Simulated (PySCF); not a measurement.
CH7NSi3, SMILES [SiH3][Si@H]1N=C[SiH2]1. The structure is a stationary point at PBE-D3(BJ)/def2-SVP. The structure was generated by enumeration; whether it is a known compound was not checked.

### Question
Give the equilibrium geometry at PBE-D3(BJ)/def2-SVP (PySCF confirms it by a frequency run) as Cartesian coordinates in Å. (An estimate is asked for; the answer gives what the named calculation found.)

### Answer

```xyz
12

Si     2.2159     0.7724     0.0489
Si     0.3763    -0.6831     0.1997
N     -0.8281    -0.0909     1.4500
C     -1.8558     0.2277     0.7223
Si    -1.5236    -0.2373    -1.1309
H      1.7156     2.1696    -0.2011
H      3.0361     0.7590     1.3109
H      3.0889     0.3550    -1.1056
H      0.8248    -2.0989     0.4596
H     -2.7590     0.6759     1.2043
H     -2.3627    -1.3844    -1.6382
H     -1.5714     0.8667    -2.1600
```
Charge 0, spin multiplicity 1.
